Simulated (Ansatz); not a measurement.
Isolated molecules relaxed with PBE0-D4/def2-TZVP in Ansatz; ΔE leaves out vibrations. CCSD(T)/CBS adds triple-zeta CCSD(T) − MP2 to the extrapolated MP2 energy (def2 sets, frozen cores). This one scheme is used for every species. Functionals use def2-TZVPP. B3LYP here is the variant with VWN-RPA as its local correlation; programs differ in this. Each species was taken in one conformer, which may not be the lowest.

`N[SiH]([AlH2])[SiH3]` + `N#CN` → `N[SiH](N)[SiH3]` + `N#[C][AlH2]`  (formal exchange of groups at the Si–Al bond)

```csv
level,ΔE (kcal/mol),difference from CCSD(T)/CBS
r2SCAN-D4,-39.1,5.6
PBE0-D4,-35.4,9.3
ωB97X-V,-41.1,3.6
ωB97M-V,-43.8,0.9
B2PLYP,-43.3,1.4
PBE,-33.1,11.6
r2SCAN,-39.2,5.5
B3LYP,-40.5,4.2
MP2/def2-TZVPP,-46.4,-1.7
SCS-MP2/def2-TZVPP,-46.7,-2.0
CCSD(T)/def2-TZVPP,-43.6,1.1
HF/def2-QZVPP,-46.8,-2.1
SCS-MP2/def2-QZVPP,-47.5,-2.8
HF/CBS(def2),-46.9,-2.2
MP2/CBS(def2),-47.5,-2.8
CCSD/CBS(def2),-45.2,-0.5
CCSD(T)/CBS,-44.7,0
```

Largest T1 diagnostic among the species: 0.014.

From PBE to PBE0 (25 % exact exchange), in def2-TZVPP and without D4, ΔE moves by −2.3 kcal/mol.
